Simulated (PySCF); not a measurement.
Calculation: PySCF with PBE-D3(BJ)/def2-TZVP // PBE0-D3(BJ)/def2-TZVP. Isolated molecules, 0 K electronic values unless said otherwise. 

Reference species (SMILES): `C=C=N` (neutral, multiplicity 1).

```
Property         Result
-------------  --------
HOMO–LUMO gap   4.54 eV
LUMO           -1.20 eV
```

Changed species: `[C-]#[N+]C`.

Predict the effect on the HOMO–LUMO gap and LUMO.

the HOMO–LUMO gap rises by 2.12 eV, to 6.66 eV; the LUMO rises by 0.81 eV, to -0.39 eV.
